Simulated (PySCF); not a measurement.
**F⁺: excitation energy**

F⁺ [He] 2s2 2p4 (3P) → F⁺ [He] 2s1 2p5 (3P), as a difference of total energies. All numbers are calculated (PySCF 2.14, scalar relativity by spin-free X2C-1e, in ANO-RCC-VTZP (4s3p2d1f, 30 functions)). Correlated levels: valence: 1s2 frozen. The calculations carry no spin-orbit coupling.

```json
{"method": "UHF", "excitation energy (eV)": "21.817"}
{"method": "MP2 (valence)", "excitation energy (eV)": "20.852"}
{"method": "SCS-MP2 (valence)", "excitation energy (eV)": "20.765"}
{"method": "CCSD (valence)", "excitation energy (eV)": "20.598"}
{"method": "CCSD(T) (valence)", "excitation energy (eV)": "20.526"}
{"method": "CCSDT (valence)", "excitation energy (eV)": "20.516"}
```

**Question.** How much does correlation contribute at CCSD(T) (valence)?

**Answer.** 20.526 − (21.817) = -1.291 eV, measured against UHF.

Errors of the correlated levels include the incompleteness of this basis and the frozen core.

For comparison: 20.431 eV (measured; NIST levels, between the centres of gravity of the two terms).
